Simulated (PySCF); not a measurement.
Two-photon absorption: `C(/C(=C)Cl)(Cl)=C\OC`, C₅H₆Cl₂O

Molfile (atoms numbered from 1):
```
C5H6Cl2O
     RDKit          3D

 14 13  0  0  0  0  0  0  0  0999 V2000
    2.8382   -0.2451    0.6605 C   0  0  0  0  0  0  0  0  0  0  0  0
    1.7143    0.4097    0.3453 C   0  0  0  0  0  0  0  0  0  0  0  0
    1.8082    2.1203   -0.0029 Cl  0  0  0  0  0  0  0  0  0  0  0  0
    0.3763   -0.1700    0.2593 C   0  0  0  0  0  0  0  0  0  0  0  0
    0.2364   -1.8634    0.5979 Cl  0  0  0  0  0  0  0  0  0  0  0  0
   -0.7393    0.5184   -0.0614 C   0  0  0  0  0  0  0  0  0  0  0  0
   -1.9400   -0.0505   -0.1272 O   0  0  0  0  0  0  0  0  0  0  0  0
   -3.0130    0.7933   -0.4680 C   0  0  0  0  0  0  0  0  0  0  0  0
    3.7942    0.2762    0.6998 H   0  0  0  0  0  0  0  0  0  0  0  0
    2.7982   -1.3118    0.8805 H   0  0  0  0  0  0  0  0  0  0  0  0
   -0.6652    1.5884   -0.2777 H   0  0  0  0  0  0  0  0  0  0  0  0
   -3.9174    0.1733   -0.4729 H   0  0  0  0  0  0  0  0  0  0  0  0
   -3.1385    1.6036    0.2702 H   0  0  0  0  0  0  0  0  0  0  0  0
   -2.8759    1.2342   -1.4701 H   0  0  0  0  0  0  0  0  0  0  0  0
  1  2  2  0
  2  3  1  0
  2  4  1  0
  4  5  1  0
  4  6  2  0
  6  7  1  0
  7  8  1  0
  1  9  1  0
  1 10  1  0
  6 11  1  0
  8 12  1  0
  8 13  1  0
  8 14  1  0
M  END
```

Method used: PySCF, TDDFT CAM-B3LYP/aug-cc-pVDZ excited states, vertical, gas phase. Geometry: PBE0-D3(BJ)/def2-SVP.

Task: How strongly do the lowest singlets absorb one photon, and two photons of half the energy?

Result: δ for parallel linear polarisation; σ at the peak of a Lorentzian of half width 0.1 eV, single beam; Ω is circular over linear.
```
state  E (eV)      f  photon λ (nm)  δ (au)  σ (GM)     Ω                                main
   S1    5.10  0.595            486     275    2.62  0.83                      HOMO→LUMO 0.97
   S2    5.39  0.000            460    90.1    0.96  1.50  HOMO→LUMO+4 0.25, HOMO→LUMO+1 0.24
   S3    5.66  0.002            438     175    2.06  1.50  HOMO→LUMO+1 0.43, HOMO→LUMO+3 0.14
   S4    6.17  0.021            402    26.9    0.37  1.50  HOMO→LUMO+2 0.72, HOMO→LUMO+1 0.17
   S5    6.18  0.035            401     384    5.38  0.96                    HOMO−1→LUMO 0.96
   S6    6.35  0.000            391    80.7    1.19  1.50  HOMO→LUMO+4 0.22, HOMO→LUMO+8 0.17
```

Among these, the strongest one-photon state is S1, the strongest two-photon state S5, with a dipole change of 1.5 D (relaxed, norm of the difference vector).
